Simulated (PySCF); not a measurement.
**MP cations for M along group 14**

PBE0 with double-zeta basis sets in PySCF, for the lowest determinant that a PBE0 search found; no spin–orbit coupling. De refers to high-spin ground-configuration atoms (the charge goes to the atom of lower measured ionisation energy or higher electron affinity, which is not always the lowest computed limit). A positive dipole points towards P; it is taken about the centre of mass and depends on that origin.

```
 M       basis  charged atom  state (unpaired electrons)  Re (Å)  ωe (cm⁻¹)  De (eV)  μ (D)
Si  x2c-SVPall           Si+              triplet (π ↑↑)   2.233        505     2.93  -1.87
Ge    def2-SVP           Ge+              triplet (π ↑↑)   2.313        393     2.69   0.08
Sn   def2-SVPD           Sn+              triplet (π ↑↑)   2.532        332     2.28  -0.01
Pb    def2-SVP           Pb+              triplet (π ↑↑)   2.618        301      n/a  -0.10
```

The shortest bond is that of SiP⁺ (2.233 Å), the longest that of PPb⁺ (2.618 Å).

The rows differ in basis set, which adds steps of its own.

Down a group the atoms grow and get heavier, so bonds lengthen and wavenumbers fall; this series shows no clear exception.

These are scalar-relativistic numbers at best; spin–orbit coupling would shift them, the dissociation energy most. For an ion De counts to the pair picked by the measured ionisation energies or electron affinities, which need not be the lowest pair at this level. States were picked by a PBE0 search and need not be the measured ground states.
